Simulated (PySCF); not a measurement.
**Sn (tin, neutral) across methods**

[Kr] 4d10 5s2 5p1 5d1, one real determinant (an excited configuration). Calculation: PySCF 2.14, in x2c-TZVPPall with one added diffuse shell each of s, p, d, f type (9s7p5d3f, 76 functions); the spin-free X2C one-electron Hamiltonian (Gaussian nucleus). The B2PLYP total includes its PT2 part (frozen core); its orbital energies are those of the SCF part.

```csv
method,E (hartree),mean ε 5s β (eV),mean ε 5p α (eV),mean ε 5d α (eV),Σ⟨r²⟩ (bohr²),⟨S²⟩
PBE,-6175.85,-12.802,-6.278,-0.700,90.05,2.001
UHF,-6173.54635,-15.427,-9.685,-1.357,93.06,2.009
BHandHLYP,-6176.26,-14.647,-8.020,-0.987,90.88,2.003
LDA,-6170.26,-13.159,-6.330,-0.599,88.76,2.001
PBE0,-6175.92,-13.710,-7.272,-0.940,90.47,2.002
B2PLYP,-6175.58,-14.496,-8.043,-0.999,91.38,2.004
r2SCAN,-6176.27,-13.002,-6.601,-0.601,90.16,2.004
wB97X-V,-6175.95,-16.051,-9.284,-1.538,90.72,2.003
BLYP,-6176.47,-12.857,-6.036,-0.537,90.09,2.001
```

⟨L²⟩ = 8.00 against 12 for a pure F term, so this real determinant mixes terms. The outer electron is Rydberg-like, and this basis confines it to a smaller radius and binds it less than a complete one would.
